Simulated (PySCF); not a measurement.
Compounds:

A. `C#CC(=O)/N=C(/C)C#N`
B. `N#Cc1ccn2cccc2c1`
C. `O=CC/C=C\[SiH2][SiH3]`

Spectrum 1. ¹H NMR (300 MHz, computed): δ 8.10 (s, 1H), 8.07 (d, 1H), 7.50 (m, 1H), 7.30 (m, 1H), 7.07 (m, 1H), 6.94 (d, 1H). ¹³C{¹H} NMR (computed): δ 136.4 (C), 134.1 (CH), 128.0 (CH), 124.5 (C), 123.5 (CH), 119.2 (CH), 117.8 (CH), 110.4 (CH), 104.0 (C).

Spectrum 2. ¹H NMR (300 MHz, computed): δ 9.59 (t, 1H), 6.59 (m, 1H), 6.34 (m, 1H), 4.43 (m, 2H), 3.48 (t, 3H), 3.21 (m, 2H). ¹³C{¹H} NMR (computed): δ 199.7 (CH), 148.7 (CH), 133.4 (CH), 53.6 (CH2).

Spectrum 3. ¹H NMR (300 MHz, computed): δ 2.75 (s, 1H), 2.45 (s, 3H). ¹³C{¹H} NMR (computed): δ 158.9 (C), 140.5 (C), 116.0 (C), 90.2 (CH), 80.1 (C), 30.2 (CH3).

PySCF 2.14 calculation with geometry: GFN2-xTB and GIAO PBE0/pcSseg-1 shieldings; one computed conformer, relativity neglected, isolated molecule, averaged over atoms made equivalent by symmetry, fast rotation or ring inversion.

Scale: ¹H, ¹³C against TMS (reference shieldings calculated alike). Where no couplings were computed, multiplicities follow the n + 1 count of equivalent neighbours, and m marks all less simple cases (inequivalent or close neighbours, rings, F or P nearby). Shifts are as computed. Against solution values, carbons near 30 ppm lie about +3 ppm off and those near 130 ppm about +5 ppm. Of 1211 compounds with measured shifts, 218 miss one by over three times the rms of a fit or turn the order of signals round; such compounds aren't used in these exercises.

Question: Which spectrum belongs to which compound?

Answer: 1–B, 2–C, 3–A.

- Spectrum 1 (B): 9 ¹³C signals; δC 134.1 is an aromatic CH; δC 124.5 is a nitrile carbon.
- Spectrum 2 (C): 4 ¹³C signals; δC 199.7 is an aldehyde carbonyl carbon; δC 148.7 is an alkene CH.
- Spectrum 3 (A): 6 ¹³C signals; δC 158.9 is an amide carbonyl carbon; δC 116.0 is a nitrile carbon.
